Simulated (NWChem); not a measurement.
C3H3ClF2; SMILES C=C(Cl)C(F)F

```xyz
9

C     -1.6864    -0.2707    -0.5025
C     -0.4105    -0.3090    -0.1308
Cl     0.5167    -1.7670    -0.0899
C      0.3805     0.8967     0.3066
F     -0.4045     1.9916     0.3050
F      1.4062     1.1140    -0.5404
H     -2.2135     0.6847    -0.4996
H     -2.2170    -1.1736    -0.8084
H      0.7956     0.7587     1.3213
```
Atoms are numbered in this order, from 1.

Level: PBE0/def2-SVP (NWChem), optimised geometry, unscaled harmonic frequencies. 

```csv
frequency (cm⁻¹),IR intensity (km/mol)
71,1.6
208,0.5
303,6.3
352,0.1
445,4.0
545,3.3
640,12.3
721,5.8
798,28.2
935,44.1
960,27.4
1132,121.7
1177,184.1
1211,22.1
1378,1.0
1395,27.3
1421,80.4
1740,30.1
3089,30.7
3194,2.2
3307,1.8
```

| Quantity | Result |
|---|---|
| zero-point energy | 35.8 kcal/mol |
| thermal correction to the enthalpy at 298.15 K (with zero-point energy) | 40.0 kcal/mol |
| heat capacity Cv | 19.8 cal/(mol K) |
| entropy at 298.15 K and 1 atm (symmetry number 1) | 78.9 cal/(mol K) |
| dipole moment | 1.56 D |

Rigid rotor and harmonic oscillator; modes under 100 cm⁻¹ make the entropy uncertain.
